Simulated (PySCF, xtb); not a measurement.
CH6GeS, SMILES C[S][GeH3].

Harmonic wavenumbers (cm⁻¹) from xtb with GFN2-xTB at its own minimum, in rising order: 107, 120, 159, 398, 489, 502, 709, 750, 816, 850, 943, 955, 1321, 1446, 1456, 1919, 1984, 2073, 3014, 3018, 3060.

### Question
What does TPSSh-D3(BJ)/def2-SVP run with PySCF give at its own minimum? (The exact figures need the calculation; the answer reports its results.)

### Answer
100, 138, 160, 402, 564, 565, 702, 834, 866, 894, 962, 978, 1342, 1469, 1476, 2138, 2140, 2182, 3042, 3144, 3156. Paired by order, the mean absolute difference is 57 cm⁻¹ and the zero-point energies are 37.3 and 39.0 kcal/mol.
